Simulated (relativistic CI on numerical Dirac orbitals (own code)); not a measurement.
**Sensitivity of the levels of Mg IX to α**

These numbers are calculated, not measured: Dirac-Coulomb-Breit CI, orbitals from a KLI potential per configuration, derivatives by finite differences, unscaled Slater integrals, QED left out (own radial code, finite nucleus).

Configurations in the expansion (outside the closed core 1s2): 2s2, 2s 2p, 2p2, 2p 3s, 2p 3p, 2s 3s, 2s 3p, 2s 3d. Levels of other configurations are missing.

With x = (α/α₀)² − 1 an excitation energy changes as ω = ω₀ + qx; K = 2q/ω₀ is the relative enhancement. Terms are leading LS components, so labels can repeat.

Lowest level 2s2 1S_0.

```
      Level  ω₀ (cm⁻¹)  q (cm⁻¹)        K
2s 2p 3P°_0     141863      1159   0.0163
2s 2p 3P°_1     142971      2250   0.0315
2s 2p 3P°_2     145398      4706   0.0647
2s 2p 1P°_1     285041      3848    0.027
   2p2 3P_0     369092      5114   0.0277
   2p2 3P_1     370370      6467   0.0349
   2p2 3P_2     372518      8550   0.0459
   2p2 1D_2     413615      7667   0.0371
   2p2 1S_0     513842      7582   0.0295
 2s 3s 3S_1    1531104      3173  0.00414
 2s 3s 1S_0    1557408      3367  0.00432
2s 3p 1P°_1    1596429      4260  0.00534
2s 3p 3P°_0    1598628      3563  0.00446
2s 3p 3P°_1    1599008      4020  0.00503
2s 3p 3P°_2    1599617      4554  0.00569
 2s 3d 3D_1    1631334      4525  0.00555
 2s 3d 3D_2    1631445      4635  0.00568
 2s 3d 3D_3    1631638      4827  0.00592
 2s 3d 1D_2    1659090      4675  0.00564
2p 3s 3P°_0    1712173      4647  0.00543
2p 3s 3P°_1    1713349      5729  0.00669
2p 3s 3P°_2    1716039      8528  0.00994
2p 3s 1P°_1    1741855      7258  0.00833
```

At this charge configurations can still be misplaced by up to about 7 % of their energy.
